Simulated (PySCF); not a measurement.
Species: CH6NOPSi.
SMILES with atom numbers: `[CH2:1]=[N:2][Si@@H:3]([OH:4])[PH2:5]` (hydrogens: H6, H7 on C1; H8 on Si3; H9 on O4; H10, H11 on P5)

Computed, not measured: PBE0-D3(BJ)/def2-SVP geometry optimisation, gas phase (PySCF).

List the bond lengths, angles and torsions at this level.

```csv
bond,length (pm)
C1=N2,126.2
N2–Si3,175.2
Si3–O4,165.8
Si3–P5,226.1
C1–H6,110.7
C1–H7,111.2
Si3–H8,149.4
O4–H9,96.2
"P5–H10, P5–H11",143.0
```

Bonds in one row agree within 1 pm and their mean is given. A selection of angles:
```csv
angle,degrees
N2–C1–H6,120.6
N2–C1–H7,124.5
H6–C1–H7,114.8
C1–N2–Si3,126.2
N2–Si3–O4,107.8
N2–Si3–P5,108.2
N2–Si3–H8,113.7
O4–Si3–P5,112.2
O4–Si3–H8,106.2
P5–Si3–H8,108.8
Si3–O4–H9,115.8
Si3–P5–H10,92.8
Si3–P5–H11,91.5
H10–P5–H11,93.3
```

Torsions: C1–N2–Si3–O4 129° (anticlinal); H9–O4–Si3–N2 43° (synclinal).

Si3 (oxygen-bound silicon) is distorted tetrahedral (angles from 106.2° to 113.7°). P5 (three-coordinate phosphorus) is pyramidal (angles 93.3°, 92.8° and 91.5°, sum 277.6°, 0.88 Å off the plane of its three neighbours).

Point group: C1 (no symmetry element, even within 0.4 Å). No PBE0-D3(BJ)/def2-SVP frequencies stand behind this structure, so it isn't proved a minimum. One conformer, not necessarily the lowest (C1–N2–Si3–O4 129°, N2–Si3–O4–H 43°, N2–Si3–P5–H -32° and 62°).

The run took 1.8 min of wall time on one thread of an Arm Neoverse V1, no GPU (shared host), and the process peaked at 0.45 GiB of memory. These figures are those of the optimisation.
